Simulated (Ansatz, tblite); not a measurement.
Cost and result up the ladder for MgSe2 (the lowest singlet isomer of a short search) (3 atoms). The state is a singlet with charge 0. Geometry: PBE-D4/def2-TZVP.

```xyz
3

Mg   -0.3296   -0.9590   -0.8693
Se   -0.5733   -0.0817    1.3336
Se    0.9029    1.0407   -0.4643
```

Ansatz on 4 threads of Arm Neoverse V2 on a shared host; xTB runs through tblite on one thread. Times are rough, summed over both states, and most runs start from the orbitals of an earlier one. CCSD(T)/def2-TZVPP serves as the yardstick here, not as an exact answer. Differences are given only for rows in sets of like size (and for xTB, whose basis is part of the method), since another set adds its own error. The other state is a triplet at its own geometry.

The xTB rows come from tblite. Correlated methods freeze 19 core orbitals; core or outer-core shells of Mg, Se are correlated, in sets that lack core-valence functions. The structure comes from a short search, and lower isomers may exist.

Correlated methods converge slowly with the basis.

xTB has no spin-polarisation term.

```tsv
level	functions	wall time	triplet − singlet (eV)	difference from CCSD(T)/def2-TZVPP (eV)
GFN1-xTB	22	0.004 s	0.53	0.53
GFN2-xTB	27	0.006 s	0.79	0.79
HF/STO-3G	45	0.5 s	0.44	–
PBE-D4/def2-TZVP	128	2.7 s	-0.06	-0.06
HF/def2-TZVP	128	2.8 s	-0.60	-0.60
BLYP-D4/def2-TZVP	128	3.1 s	-0.01	-0.01
MP2/def2-TZVP	128	3.4 s	-0.03	-0.02
RPA@PBE/def2-TZVP	128	4.6 s	-0.11	-0.10
BHLYP-D4/def2-TZVP	128	5.1 s	-0.09	-0.09
CAM-B3LYP-D4/def2-TZVP	128	5.7 s	-0.06	-0.06
PBE0-D4/def2-TZVP	128	6.9 s	-0.10	-0.10
PBE-QIDH/def2-TZVP	128	7.4 s	-0.07	-0.07
r2SCAN-D4/def2-TZVP (with forces)	128	7.6 s	-0.11	-0.11
CCSD(T)/def2-TZVPP	128	30 s	0.00	0.00
```
